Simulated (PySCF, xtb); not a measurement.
2,3-dihydro-1,4-oxaselenine (C4H6OSe), SMILES C1COC=C[Se]1.

GFN2-xTB in xtb at its own geometry gives an orbital gap of 3.67 eV and a dipole moment of 1.56 D.

Geometry optimised at B3LYP-D3(BJ)/def2-SVP. The values are those of a single conformer.

Problem. What does PBE/def2-TZVP in PySCF give? (The exact figures need the calculation; the answer reports its results.)

Solution. gap 3.76 eV (levels -4.60 and -0.84 eV), dipole 1.16 D.
